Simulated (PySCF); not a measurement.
Unknown compound

The spectra below were simulated for a compound C₅H₇FOSi.

1H NMR (300 MHz, computed): δ 6.69 (m, 1H), 6.42 (m, 1H), 5.96 (m, 1H), 5.23 (m, 1H), 5.00 (s, 3H).

13C{1H} NMR (computed): δ 172.9 (C), 145.2 (CH), 135.7 (CH), 119.8 (CH), 81.0 (CH).

Calculated, not measured (PySCF 2.14.0 with density-fitted response routines): shielding tensors at PBE0/pcSseg-1 (GIAO), geometry: GFN2-xTB. Isolated molecule, one computed conformer, fast rotation and ring inversion assumed for equivalent nuclei, non-relativistic Hamiltonian.

Referencing at the same level of theory: TMS for 1H and 13C.

**Question.** Propose a structure and justify it.

**Answer.** 
1. Rings plus π bonds: 3 (1 ring in the answer).
2. 5 carbon signals for 5 carbons: no two carbons are equivalent.
3. Carbon types of the structure: 1 × C, 4 × CH, leaving 3 H on heteroatoms.
4. δC 172.9: fully substituted alkene carbon.
5. δC 145.2, 135.7, 119.8: alkene CH; an sp2 carbon of a C=C bond.
6. δC 81.0: allylic sp3 CH bonded to O; the inductive effect lowers its shielding.
7. δH 6.69, 6.42, 5.96: hydrogen on an alkene CH; a vinylic proton, deshielded by the sp2 carbon and the C=C anisotropy.
8. δH 5.23: hydrogen on an allylic sp3 CH bonded to O; its carbon carries O, hence the downfield position.
9. δH 5.00: hydrogen on a silicon bonded to O.

The compound is `FC1=C[C@@H](O[SiH3])C=C1`.

The data come from this structure; uniqueness wasn't tested.

Splittings by 19F in the carbon and heteronuclear signals aren't shown, as no couplings were computed. Shifts are as computed. Against solution values, carbons near 30 ppm lie about +3 ppm off and those near 130 ppm about +5 ppm. Of 1211 compounds with measured shifts, 218 miss one by over three times the rms of a fit or turn the order of signals round; such compounds aren't used in these exercises. No couplings were computed; multiplicities are counted from neighbouring protons, with m where these are inequivalent, close in shift, in a saturated or five-membered ring or joined by F or P, and br s for small geminal =CH2 splittings.
